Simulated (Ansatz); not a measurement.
Reaction (isomerisation): `C[CH2][AlH][O][SiH3]` → `C[C](O)([AlH2])[SiH3]`

Isolated molecules relaxed with PBE0-D4/def2-TZVP in Ansatz; ΔE leaves out vibrations. CCSD(T)/CBS is the MP2 limit (def2-TZVPP, def2-QZVPP) plus CCSD(T) − MP2 in def2-TZVPP, frozen cores. Functionals use def2-TZVPP. One conformer a species, not always the lowest.

`C[CH2][AlH][O][SiH3]`:

Cartesian coordinates in Å:
```
C 0.620 0.728 -1.633
C -0.873 0.885 -1.347
Al -1.513 0.119 0.329
O -0.416 -0.642 1.364
Si 0.882 -1.273 2.101
H 0.907 1.183 -2.587
H 0.915 -0.323 -1.675
H 1.232 1.193 -0.856
H -1.467 0.447 -2.160
H -1.154 1.947 -1.353
H -3.024 0.160 0.801
H 2.130 -0.936 1.360
H 0.761 -2.754 2.173
H 0.998 -0.735 3.483
```

`C[C](O)([AlH2])[SiH3]`:

Z-matrix (Å, degrees):
```
C
C 1 1.527
H 1 1.099 2 111.7
H 1 1.095 2 111.3 3 119.4
H 1 1.094 2 111.5 3 -119.8
O 2 1.442 1 111.3 3 -63.9
Al 2 1.981 1 112.8 3 176.6
Si 2 1.893 1 111.2 3 56.1
H 6 0.964 2 108.7 1 60.8
H 7 1.590 2 116.8 1 -57.7
H 7 1.583 2 121.6 1 123.2
H 8 1.491 2 110.3 1 169.5
H 8 1.489 2 112.5 1 48.6
H 8 1.494 2 108.2 1 -72.2
```

| level | ΔE (kJ/mol) |
| --- | --- |
| B97M-V | 359.2 |
| ωB97X-V | 356.5 |
| PBE | 337.6 |
| revPBE | 340.2 |
| HF/def2-SVP | 379.4 |
| MP2/def2-TZVPP | 375.2 |
| HF/def2-QZVPP | 402.8 |
| CCSD/CBS(def2) | 372.8 |

Task: What does CCSD(T)/CBS give? (Estimate.)

Result: The calculation gave: +365.8 kJ/mol. The listed levels differ from it by -6.6, -9.3, -28.2, -25.6, 13.6, 9.4, 37.0, 7.0 kJ/mol.

Largest T1 diagnostic among the species: 0.012.

At CCSD(T), def2-SVP lies −20.6 kJ/mol from the extrapolated value and def2-TZVPP −1.2 kJ/mol. The D4 term adds −8.1 kJ/mol with B3LYP and −3.9 kJ/mol with PBE0; it sums over pairs of atoms, weighted by their polarisabilities, and B3LYP, whose exchange is more repulsive, gets the larger term.

B3LYP here is the variant with VWN-RPA as its local correlation; programs differ in this.
